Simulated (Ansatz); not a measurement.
Species: BeCl₂ (charge 0, singlet). 
Structure (B3LYP-D3(BJ)/def2-TZVP (Ansatz, a program for electronic structure) minimum search):
SMILES: [Cl][Be][Cl]
```xyz
3

Be     0.0000     0.0000     0.0000
Cl     0.0000     0.0000    -1.8041
Cl     0.0000     0.0000     1.8041
```

Basis-set convergence of Hartree-Fock and MP2 correlation energies (hartree) with Ansatz. Valence correlation only, unless marked. No spin-orbit coupling. Non-relativistic.

| basis | functions | E(HF) | E(corr, MP2) |
|---|---|---|---|
| def2-SVPD | 66 | -933.49573 | -0.31406 |
| def2-TZVPPD | 124 | -933.81903 | -0.41243 |
| def2-QZVPPD | 194 | -933.84876 | -0.45626 |

Extrapolating the two largest sets (X = 3 and 4) as X^-3: E(corr) = (64·(-0.45626) - 27·(-0.41243))/37 = -0.4882 Eh, an estimate of the basis-set limit. The largest set recovers 93.4 % of it, the smallest 64.3 %.
